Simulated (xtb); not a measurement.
xtb input:

```bash
xtb mol.xyz --gfn 2 --sp --chrg 0 --uhf 0
```
mol.xyz:
```
12

C      1.69952952     0.07834426     0.06787326
C      1.11299908    -1.12833926     0.00869799
O     -0.21649957    -1.33358648    -0.04876051
Si    -1.37949157    -0.11792734    -0.05673882
C     -0.38457180     1.42775867     0.02844962
C      0.96025633     1.32560970     0.07718272
H      2.77892030     0.10940593     0.11041375
H      1.67995798    -2.05128243     0.00257681
H     -2.19146336    -0.26638478    -1.28828475
H     -2.28340968    -0.33868992     1.09748781
H     -0.82903258     2.41658960     0.04128866
H      1.56062712     2.22979591     0.12772367
```

Task: Predict the final energy.

Result: -17.41931 Eh (GFN2-xTB).
